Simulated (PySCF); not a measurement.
One of the candidates below gave these computed data.

All candidates are C4H10OSi.

- Rotational structure: rotational constants A, B, C: 4.339, 2.687, 1.814 GHz [PBE0-D3(BJ)/def2-SVP]
- 13C NMR: chemical shifts (computed TMS as zero) by class: 72.3 (1 C), 41.1 (1 C), 21.8 (1 C), 15.7 (1 C) ppm [GIAO CAM-B3LYP/pcSseg-2]
- UV, strongest line: among the 10 lowest singlet transitions: S10 at 8.09 eV (153 nm, f = 0.076) [TDDFT B3LYP/def2-SVPD]
- Valence photoelectron: vertical ionisation energy: 9.73 eV [ΔSCF B3LYP/def2-SVPD]
- NMR, other nuclei: isotropic shieldings of nuclei other than C and H, by class: 291 (1 O), 325 (1 Si) ppm [GIAO CAM-B3LYP/pcSseg-2]
- UV, first state: lowest singlet excitation: 6.60 eV (188 nm, f = 0.003) [TDDFT B3LYP/def2-SVPD]
- XPS: Si2p3/2 106.9, C1s 290.2, C1s 290.7, C1s 290.7, C1s 292.1, O1s 537.6, Si1s 1846.8 eV [ΔSCF SCAN, pcX-2 on the ionised atom, pcseg-1 elsewhere, spin-free X2C, 2p3/2 from a spin–orbit splitting computed afterwards within the 2p shell]

Electronic properties: PySCF, gas phase, density fitting. Levels stand in brackets. One conformer (not necessarily the lowest) at the PBE0-D3(BJ)/def2-SVP geometry, without solvent, vibrations or thermal averaging. Each NMR value is the plain mean over a class of atoms that symmetry, rotation or inversion makes alike.

**Question.** Which candidate is it?
A. `C=CO[SiH](C)C`
B. `CO[C@H]1CC[SiH2]1`
C. `C[C@@H]1CCO[SiH2]1`
D. `C=CCCO[SiH3]`

**Answer.** C. It is `C[C@@H]1CCO[SiH2]1`. Numbering: `[CH3:1][C@@H:2]1[CH2:3][CH2:4][O:5][SiH2:6]1`. Its formula, C4H10OSi, gives 1 degree of unsaturation: 1 ring and 0 π bonds in the structure found. 4 carbons fall into 4 classes; from least to most shielded: ring sp3 carbon bound to oxygen [C4] (72.3 ppm), ring CH2 carbon [C3] (41.1 ppm), ring sp3 carbon bound to silicon [C2] (21.8 ppm), methyl carbon [C1] (15.7 ppm). The other shieldings belong to: 291 ppm, silyl ether oxygen [O5]; 325 ppm, oxygen-bound silicon [Si6]. The core levels belong to: Si2p3/2 106.9 eV, oxygen-bound silicon [Si6]; C1s 290.2 eV, sp3 carbon bound to silicon [C2]; C1s 290.7 eV, ring CH2 carbon [C3]; C1s 290.7 eV, methyl carbon [C1]; C1s 292.1 eV, sp3 carbon bound to oxygen [C4]; O1s 537.6 eV, silyl ether oxygen [O5]; Si1s 1846.8 eV, oxygen-bound silicon [Si6]. The first electron is taken from the HOMO, whose largest Löwdin shares are 0.50 on the silyl ether oxygen, 0.12 on the sp3 carbon bound to oxygen, 0.10 on the oxygen-bound silicon and 0.07 on an Si–H hydrogen. The optimised geometry has point group C1 and is an asymmetric top.

The others, at the same levels:
- `C=CO[SiH](C)C` fails: it has 3 carbon classes against 4; its computed 13C shifts are 162.2 (1 C), 102.0 (1 C), -1.2 (2 C) ppm, lowest singlet excitation is 6.04 eV (205 nm, f = 0.005) (against 6.60 eV) and vertical ionisation energy is 8.72 eV (against 9.73 eV).
- `C=CCCO[SiH3]` fails: its computed 13C shifts are 154.4 (1 C), 126.2 (1 C), 71.0 (1 C), 42.8 (1 C) ppm, core binding energies are Si2p3/2 107.4, C1s 290.1, C1s 290.4, C1s 290.8, C1s 292.2, O1s 538.0, Si1s 1847.3 eV and vertical ionisation energy is 9.41 eV (against 9.73 eV).
- `CO[C@H]1CC[SiH2]1` fails: its computed 13C shifts are 77.9 (1 C), 60.4 (1 C), 33.7 (1 C), 0.5 (1 C) ppm, core binding energies are Si2p3/2 106.3, C1s 290.0, C1s 290.6, C1s 291.2, C1s 292.1, O1s 538.2, Si1s 1846.0 eV and lowest singlet excitation is 5.73 eV (217 nm, f = 0.048) (against 6.60 eV).

Each candidate is one conformer, not necessarily the lowest. The conformers computed, where there is a choice (atom-mapped SMILES and torsion angles):
- `[CH2:1]=[CH:2][O:3][SiH:4]([CH3:5])[CH3:6]`: C1–C2–O3–Si4 164°, C2–O3–Si4–C5 -79°
- `[CH2:1]=[CH:2][CH2:3][CH2:4][O:5][SiH3:6]`: C1–C2–C3–C4 124°, C2–C3–C4–O5 62°, C3–C4–O5–Si6 -170°
- `[CH3:1][O:2][C@H:3]1[CH2:4][CH2:5][SiH2:6]1`: C1–O2–C3–C4 -175°

The conformers of `C[C@@H]1CCO[SiH2]1` aren't listed.
